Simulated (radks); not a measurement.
The numbers below are computed, except where a source is named.
Valence configurations of Zn+ (all share [Ar]). Code: a radial shooting solver on a logarithmic mesh with Libxc functionals. Model: scalar-relativistic Kohn-Sham, PBE, spin-unpolarised, spherical densities, finite nucleus; Fermi nuclear charge, rms radius 3.9283 fm. Energies are relative to 3d10 4s1; eigenvalues in eV.

valence          E (eV)    e(3d)    e(4p)    e(4s)
3d10 4s1          0.000  -19.761        -  -13.998
3d9.5 4s1 4p0.5   6.731  -23.806   -8.818  -15.484
3d9.5 4s1.5       3.424  -22.909        -  -14.935
3d9 4s2           8.012  -26.314        -  -15.893
3d9 4s1 4p1      15.027  -28.047   -9.811  -16.923
3d9 4s1.5 4p0.5  11.495  -27.195   -9.405  -16.420
3d8.5 4s1 4p1.5  25.001  -32.466  -10.766  -18.314
3d9.5 4p1.5      13.496  -25.511   -9.645        -
3d7 4s1 4p3      65.986  -46.675  -13.463  -22.258
3d10 4p1          6.324  -21.548   -8.684        -

NIST lists [Ar] 3d10 4s1 as the ground configuration; this level of theory agrees among the configurations tried. The energies are those of spherical spin-averaged densities, not of single terms.
